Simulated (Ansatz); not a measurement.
Total energies of `C[NH][Ga]([NH2])[Cl]`.

Z-matrix (Å, degrees):
```
C
N 1 1.443
H 1 1.097 2 112.2
H 1 1.097 2 112.5 3 121.8
H 1 1.093 2 110.3 3 -118.8
Ga 2 1.802 1 127.3 3 121.1
H 2 1.006 1 114.3 3 -59.4
Cl 6 2.145 2 117.0 1 -178.8
N 6 1.810 2 125.2 1 -2.6
H 9 1.006 6 119.3 2 168.4
H 9 1.006 6 121.6 2 21.6
```

Charge 0, multiplicity 1. Correlated methods include outer-core shells of Ga, which these sets cover unevenly. Scalar relativity is left out up to krypton. Geometry: relaxed with PBE0-D4/def2-TZVP. It is one conformer, not always the lowest. Basis def2-TZVPP, Ansatz.

RPA on PBE orbitals: Hartree–Fock energy of these orbitals -2533.11305 Eh, correlation -1.61609 Eh (frozen core).

```tsv
functional	energy without D4 (Eh)	D4 term (kJ/mol)
LDA (SPW92)	-2530.64849	–
PBE	-2535.77462	-23.7
revPBE	-2536.17003	-66.3
BLYP	-2536.44955	-50.8
PBE0	-2535.86641	-20.3
B3LYP	-2536.51682	-38.2
r2SCANh	-2536.30217	-6.4
r2SCAN0	-2536.27485	-7.1
HSE06 (plane-wave form)	-2535.85011	-19.0
BHLYP	-2536.33177	-31.1
CAM-B3LYP	-2536.51084	-20.8
LC-ωPBE	-2535.98560	–
ωB97X-V	-2536.15759	–
PBE-QIDH	-2535.43141	–
```

Give the same for r2SCAN, B97M-V, ωB97M-V, B2PLYP. (An estimate is asked.)

Computed: 
```csv
functional,energy without D4 (Eh),D4 term (kJ/mol)
r2SCAN,-2536.32150,-5.9
B97M-V,-2535.93797,–
ωB97M-V,-2536.25476,–
B2PLYP,-2535.83120,–
```

B3LYP takes the VWN-RPA correlation (the form of Gaussian; ORCA's B3LYP/G). HSE06 is the plane-wave form, built on full-range PBE exchange. The double hybrids freeze the cores in their second-order part.

LC-ωPBE has ω = 0.4 bohr⁻¹.
